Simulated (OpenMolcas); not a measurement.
## Rh2+: moving or changing the point charges

Rh2+ among 5 point charges of -2 e arranged as a trigonal bipyramid (D3h), 2.1 Å from the ion, with the axial distance 2.289 Å.

```
Program             : OpenMolcas
Method              : CASSCF
Basis               : ANO-RCC-VDZP [6s5p3d1f]
Scalar Hamiltonian  : DKH2, point nucleus
Active space        : 7 electrons in 5 orbitals (4d)
State averaging     : 2S+1 = 4 even, 10 roots; 2S+1 = 2 even, 40 roots
Spin-orbit coupling : state interaction with AMFI integrals over the reference wave functions
```

Runs around this geometry, states (labels of D3, the rotations of D3h). Energies in cm-1 above the lowest state or level, χT in cm3 K/mol.

```tsv
R (Å)	q (e)	Axial / equatorial distance	Ground state	First state of that spin	First gap with spin-orbit (degeneracies)	χT at 300 K	First state of another spin
2.1	-2	1	4A1	4A2 59.2	1029 (2, 2)	4.739	2E 9943
2.1	-1	1.09	4A2	4A1 780.1	90.7 (2, 2)	4.547	2E 14201
2.1	-2	1.09	4A2	4A1 881.7	4.0 (2, 2)	4.274	2E 12107
2.31	-2	1.09	4A2	4A1 743.8	12.6 (2, 2)	4.492	2E 13605
```

Taking the first state of the same spin as R^-n, n = -ln(743.8 / 881.7) / ln(2.31 / 2.1) = 1.8 between the shortest and longest distance.

Scaling the charges by -1 / -2 = 0.50 scales the first state of the same spin by 780.1 / 881.7 = 0.88; with fixed orbitals a first-order splitting would follow the charge.

The ground state changes within this set.

Without dynamic correlation the repulsion within the d shell is too large (B by tens of per cent), so at a given field states of lower spin stand too high. Point charges give a weaker field than real ligands, and real ions of this kind are as a rule low spin; the high spin found here belongs to the model. Spin-orbit coupling mixes the spin-free states strongly: the lowest level takes only 50 % from its leading state, 4A1 (figures for R = 2.1, q = -2, ratio = 1; the like holds for R = 2.1, q = -1, ratio = 1.09, R = 2.1, q = -2, ratio = 1.09, R = 2.31, q = -2, ratio = 1.09). The ground term spreads over less than 5000 cm-1, several times less than with real ligands, so orbital moments are less quenched and χT lies further from the spin-only value than at real sites (holds for R = 2.1, q = -1, ratio = 1.09). Point charges carry no covalency, so the field is a model and not that of real ligands. No measured value stands beside these numbers.
